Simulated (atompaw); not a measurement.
## Scattering properties, PAW (atompaw) potential for Mo (Z = 42)

- Element: molybdenum
- Generator: atompaw 4.2.0.5
- Type: PAW
- Functional: LDA (PW92)
- Relativity: scalar-relativistic
- Frozen core: [Ar] 3d10
- Valence charge: 14
- Reference configuration: 4s2 4p6 4d6 5s0 5p0
- Partial waves: 4s (bound): rc 1.30 bohr; 5s (bound, empty): rc 2.65 bohr; 4p (bound): rc 1.85 bohr; 5p (bound, empty): rc 2.65 bohr; 4d (bound): rc 2.50 bohr; 4d channel at 0.45 Ry: rc 2.65 bohr
- Local potential: bessel scheme, radius 1.85 bohr
- Core correction: smooth core density matched at 2.60 bohr
- Augmentation charge: sinc compensation charge, radius 2.20 bohr; PAW radius 2.65 bohr; waves and projectors: custom polynom2 7 10 vanderbiltortho

The phase is arctan(r·u′/u) with u = r·R(r), unwrapped; energies in Ry, scanned from -7 to 5 Ry. A pole is an energy at which the radial function vanishes at the test radius. The pseudo phase is shifted by a multiple of π to meet the all-electron one at the reference energy, and phase errors are pseudo minus all-electron; the curves can meet again beyond the range given. Levels narrower than the energy grid can be missing from the lists of poles.

| channel | radius (bohr) | reference energy (Ry) | poles, all-electron | poles, pseudo | unbroken range about the reference energy with phases within 0.05 rad | phase error 1 Ry above the reference energy (rad) |
| --- | --- | --- | --- | --- | --- | --- |
| s | 2.67 | -0.27 | -4.55, 2.56 | -4.55, 2.29 | below 3.2 | -0.013 |
| p | 2.67 | -0.06 | -2.60, 3.76 | -2.60, 3.57 | the whole range | -0.016 |
| d | 2.67 | -0.18 | 0.34 | 0.34, 2.35 | below 1.3 | -0.002 |

Phases in the d channel:

```csv
E (Ry),all-electron,pseudo
-7.00,1.429,1.422
-6.76,1.426,1.419
-6.52,1.424,1.416
-6.28,1.421,1.413
-6.04,1.418,1.410
-5.80,1.415,1.407
-5.56,1.411,1.403
-5.32,1.408,1.399
-5.08,1.404,1.395
-4.84,1.400,1.391
-4.60,1.395,1.386
-4.36,1.390,1.381
-4.12,1.385,1.376
-3.88,1.379,1.370
-3.64,1.372,1.363
-3.40,1.365,1.356
-3.16,1.357,1.348
-2.92,1.348,1.338
-2.68,1.337,1.327
-2.44,1.324,1.315
-2.20,1.309,1.300
-1.96,1.291,1.282
-1.72,1.267,1.259
-1.48,1.236,1.228
-1.24,1.192,1.184
-1.00,1.122,1.114
-0.76,0.990,0.983
-0.52,0.657,0.651
-0.28,-0.395,-0.396
-0.04,-1.234,-1.234
0.20,-1.494,-1.495
0.44,-1.614,-1.614
0.68,-1.690,-1.691
0.92,-1.750,-1.755
1.16,-1.808,-1.826
1.40,-1.869,-1.933
1.64,-1.944,-2.211
1.88,-2.046,-3.707
2.12,-2.200,-4.543
2.36,-2.457,-4.717
2.60,-2.899,-4.797
2.84,-3.478,-4.849
3.08,-3.923,-4.889
3.32,-4.181,-4.925
3.56,-4.332,-4.959
3.80,-4.428,-4.993
4.04,-4.495,-5.030
4.28,-4.544,-5.070
4.52,-4.582,-5.115
4.76,-4.612,-5.167
5.00,-4.638,-5.229
```
